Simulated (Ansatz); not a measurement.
A barrier at the coupled-cluster level

Start structure (Si3H7F, singlet), relaxed at PBE0-D4/def2-TZVP:

```
11
angstrom
Si -0.9051 -0.0926 -0.3972
Si 0.6746 1.5541 -0.9113
F 0.1080 2.5675 -2.0212
H 1.0153 2.3513 0.2962
H 1.9169 0.9417 -1.4512
H -2.1479 0.5427 0.1224
H -1.2415 -0.8730 -1.6202
Si -0.0069 -1.5171 1.2289
H -0.9819 -2.5779 1.5964
H 0.3383 -0.7374 2.4477
H 1.2302 -2.1591 0.7094
```

The step: Si₃H₇F ([F][SiH2][SiH2][SiH3]) → Si₂H₅F ([F][SiH2][SiH3]) + SiH₂ (still joined by a long Si–F bond); bonds formed: Si1–F3; bonds broken: Si1–Si2; bonds weakened to dative contacts: Si2–F3. Ansatz 0.2.0; basis: def2-TZVPP and def2-QZVPP; cores frozen in the correlated methods. Extrapolation: Hartree–Fock as exp(−7.88 √X), correlation as X^−2.97. Energies below are by CCSD(T) at an estimated basis limit (MP2 extrapolated from triple and quadruple zeta, plus CCSD(T) − MP2 in triple zeta).

(1) What are the electronic barrier and the energy of the step, from the start structure to the end structure? (An estimate is asked for; the value comes from the calculation.)

T1 diagnostic: at most 0.015.

Results:

(1) By the calculation: Barrier 226.4 kJ/mol; step energy 214.4 kJ/mol (uphill); reverse barrier, their difference, 12.0 kJ/mol. Barrier and step energy count from the start structure, the reverse barrier from the end structure.

The saddle point: One imaginary mode of 198i cm⁻¹.
```json
{"pair": "Si1–F3", "start (Å)": "3.28", "saddle (Å)": "1.81", "end (Å)": "1.69"}
{"pair": "Si1–Si2", "start (Å)": "2.34", "saddle (Å)": "2.55", "end (Å)": "2.89"}
{"pair": "Si2–F3", "start (Å)": "1.61", "saddle (Å)": "1.88", "end (Å)": "2.05"}
```

Zero-point energy (harmonic, PBE0-D4): ZPE is 161.8 kJ/mol at the start and 157.8 kJ/mol at the saddle, so the barrier goes from 226.4 to 222.3 kJ/mol.

Losses and insertions of silylenes and their heavier kin drive the gas-phase chemistry of silicon and germanium vapour deposition.

Labels in which every atom is bracketed show which atoms are joined, not bond orders.

For scale, one of the runs: CCSD(T)/def2-TZVPP, 255 basis functions, launched by `ansatz run in.yaml --threads 4 --pin off --events-out ev --progress --plain --max-ram 9574MiB`. Hardware: 4 CPU threads of an Arm Neoverse V2, shared host. Wall time 98 s; peak host memory 5.1 GiB.
